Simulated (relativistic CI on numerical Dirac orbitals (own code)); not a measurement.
**Calculated levels, Ir⁵⁺**

These numbers are calculated, not measured: Dirac-Coulomb-Breit CI, separate exchange-only KLI orbitals for each configuration, model QED (radiative potential, 1s self-energy scaled to tabulated hydrogen-like ionisation energies), valence Slater integrals scaled by 0.85, P86 correlation energy added to each configuration (own radial code, finite nucleus).

CI space (outside the closed core [Kr] 4d10 4f14 5s2): 5p⁶5d⁴, 5p⁶5d³6s, 5p⁶5d³5f, 5p⁶5d³6p, 5p⁶5d²6s², 5p⁶5d³5g, 5p⁵5d⁵, 5p⁶5d²5f², 5p⁶5d³6d, 5p⁶5d²6s6p, 5p⁶5d³7s, 5p⁶5d³7p, 5p⁶5d³6f, 5p⁶5d³7d, 5p⁶5d²6p², 5p⁶5d²6s6d. Levels of other configurations are missing.

The lowest level is 5p⁶5d⁴ ⁵D0, with 61 % of that term; Hund's rules for 5p⁶5d⁴ give ⁵D with J = 0, in agreement.

| No. | Configuration | Term | J | E (eV) | % | Next component (%) | Landé g |
| --- | --- | --- | --- | --- | --- | --- | --- |
| 1 | 5p⁶5d⁴ | ⁵D | 0 | 0.0000 | 61 | 35 ³P |  |
| 2 | 5p⁶5d⁴ | ⁵D | 1 | 0.6614 | 83 | 17 ³P | 1.499 |
| 3 | 5p⁶5d⁴ | ⁵D | 2 | 1.2179 | 90 | 4 ³P | 1.470 |
| 4 | 5p⁶5d⁴ | ⁵D | 3 | 1.6372 | 85 | 9 ³F | 1.445 |
| 5 | 5p⁶5d⁴ | ⁵D | 4 | 1.8902 | 62 | 25 ³F | 1.369 |
| 6 | 5p⁶5d⁴ | ³P | 0 | 2.6359 | 48 | 37 ⁵D |  |
| 7 | 5p⁶5d⁴ | ³H | 4 | 2.9027 | 55 | 19 ⁵D | 0.994 |
| 8 | 5p⁶5d⁴ | ³G | 3 | 3.4038 | 61 | 24 ³F | 0.911 |
| 9 | 5p⁶5d⁴ | ³F | 2 | 3.4770 | 66 | 18 ¹D | 0.825 |
| 10 | 5p⁶5d⁴ | ³P | 1 | 3.5641 | 74 | 13 ⁵D | 1.383 |
| 11 | 5p⁶5d⁴ | ³H | 5 | 3.6212 | 76 | 24 ³G | 1.073 |
| 12 | 5p⁶5d⁴ | ³H | 6 | 3.9420 | 72 | 27 ¹I | 1.121 |
| 13 | 5p⁶5d⁴ | ³G | 4 | 4.2698 | 59 | 17 ³H | 1.037 |
| 14 | 5p⁶5d⁴ | ³P | 2 | 4.3555 | 47 | 41 ³D | 1.279 |
| 15 | 5p⁶5d⁴ | ³F | 4 | 4.5547 | 42 | 24 ¹G | 1.143 |
| 16 | 5p⁶5d⁴ | ³F | 3 | 4.6047 | 48 | 36 ³D | 1.155 |
| 17 | 5p⁶5d⁴ | ³D | 3 | 4.9733 | 34 | 30 ³F | 1.102 |
| 18 | 5p⁶5d⁴ | ¹D | 2 | 5.1731 | 33 | 31 ³P | 1.118 |
| 19 | 5p⁶5d⁴ | ³G | 5 | 5.3198 | 76 | 24 ³H | 1.160 |
| 20 | 5p⁶5d⁴ | ³D | 1 | 5.5240 | 86 | 10 ³P | 0.637 |
| 21 | 5p⁶5d⁴ | ¹I | 6 | 5.6021 | 72 | 27 ³H | 1.046 |
| 22 | 5p⁶5d⁴ | ¹G | 4 | 6.2368 | 44 | 41 ³F | 1.092 |
| 23 | 5p⁶5d⁴ | ³P | 2 | 6.2848 | 36 | 24 ³D | 1.160 |
| 24 | 5p⁶5d⁴ | ¹S | 0 | 6.2889 | 73 | 26 ³P |  |
| 25 | 5p⁶5d⁴ | ¹F | 3 | 6.6412 | 59 | 22 ³D | 1.067 |
| 26 | 5p⁶5d⁴ | ³P | 2 | 7.0016 | 66 | 21 ³F | 1.267 |
| 27 | 5p⁶5d⁴ | ³F | 4 | 7.5246 | 61 | 29 ¹G | 1.158 |
| 28 | 5p⁶5d⁴ | ³F | 2 | 7.8047 | 55 | 27 ¹D | 0.879 |
| 29 | 5p⁶5d⁴ | ³F | 3 | 7.8564 | 76 | 21 ¹F | 1.069 |
| 30 | 5p⁶5d⁴ | ³P | 1 | 7.9192 | 96 | 2 ³D | 1.481 |

Energies count from the lowest computed level.

The mean weight of the leading LS term, summed over parents, in these 30 levels is 63 %, and that of the leading jj configuration (from the same eigenvectors) 68 %.

At this charge configurations can still be misplaced by up to about 7 % of their energy. Levels and lines within the n = 5 or 6 shells can be off by up to 10 % or somewhat more, and those that change n by about 2 %, since core polarisation is missing.

LS names give the leading component of a level, which can be under half, so a name can repeat, a term be missing and a line seem to break the LS rules.
